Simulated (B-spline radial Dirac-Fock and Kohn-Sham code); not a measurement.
# Electron momentum distribution of Sn²⁶⁺: Compton profiles

System: the Sn²⁶⁺ ion, configuration [Ar] 3d6.

The computed values come from a radial finite-basis atomic code: the impulse approximation on configuration-average Dirac-Fock orbitals. pz is in atomic units of momentum; subshell profiles are per electron, for a selection of subshells; open shells are spread over both j values by their weights.

```csv
pz,J total,J 3s1/2,J 3p1/2,J 3p3/2,J 3d5/2
2.2,1.255,0.0878,0.0738,0.0754,0.0518
3,1.172,0.0642,0.0695,0.0707,0.0515
4.1,1.030,0.0368,0.0591,0.0593,0.0500
5.7,0.8050,0.0154,0.0387,0.0377,0.0446
7.7,0.5633,0.00984,0.0172,0.0160,0.0333
11,0.3208,0.00851,0.00395,0.00380,0.0155
14,0.2068,0.00463,0.00281,0.00300,0.00672
20,0.09633,0.000706,0.00224,0.00223,0.00119
27,0.04477,0.000300,0.000997,0.000915,0.000182
36,0.01983,0.000260,0.000296,0.000249,2.26e-05
```

Question: What is the peak value J(0), and which subshell contributes most to it?

Answer: J(0) = 1.356. The 3p3/2 subshell gives the largest part, 23 %.

Mean momentum ⟨p⟩ by subshell (a.u.): 1s1/2 45.8, 2s1/2 16.3, 2p1/2 21.7, 2p3/2 20.7, 3s1/2 8.35, 3p1/2 9.93, 3p3/2 9.65, 3d3/2 11.5, 3d5/2 11.4.
